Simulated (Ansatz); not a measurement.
Species: C2H5N, charge 0, singlet. C2H5N (N-methylmethanimine, SMILES N(=C)C).
B3LYP-D3(BJ)/def2-TZVP minimum from Ansatz (a quantum-chemistry and plane-wave program):
```
N
C 1 1.2590
H 2 1.0883 1 119.48
H 2 1.0987 3 117.18 1 180.00
C 1 1.4479 2 118.24 3 -180.00
H 5 1.0921 1 108.92 2 -121.86
H 5 1.0921 6 106.91 1 117.56
H 5 1.0989 6 109.13 7 117.91
```
Charge 0, spin multiplicity 1.

Quantity: atomisation energy (electronic, to ground-state atoms), in kcal/mol. UHF or UKS for unpaired electrons; spin-orbit terms are left out. CBS(X,Y): correlation extrapolated as X^-3, Hartree-Fock from the larger set (Q,5: extrapolated as (X+1)exp(-9√X)). A bracket is a step between two methods taken in the basis named. Functionals run without relativity, which enters their misses. Double hybrids freeze cores in their MP2 part. 'core' is core correlation in cc-pwCVTZ, 'X2C' scalar relativity in cc-pVTZ-DK, both at CCSD(T). Where a partner has so few electrons that a lower coupled-cluster level is exact, that level stands in.

CCSD(T)/CBS(cc-pVQZ,cc-pV5Z) + [CCSDT(Q) - CCSD(T)]/cc-pVDZ + core + X2C (Ansatz) gives 730.7 kcal/mol.

Question: What does PBE/def2-TZVPD (Ansatz) give here, and how do the other levels compare?

Answer: PBE gives 747.8 kcal/mol, 17.1 kcal/mol above it. Differences of the others: B3LYP/def2-TZVPD (Ansatz) 0.1; PBE0/def2-TZVPD (Ansatz) 0.9; B2PLYP/def2-TZVPD (Ansatz) -7.4; CCSD(T)/CBS(cc-pVQZ,cc-pV5Z) + core + X2C (Ansatz) -0.6 kcal/mol. Nearer than PBE: B3LYP/def2-TZVPD, PBE0/def2-TZVPD, B2PLYP/def2-TZVPD, CCSD(T)/CBS(cc-pVQZ,cc-pV5Z) + core + X2C.
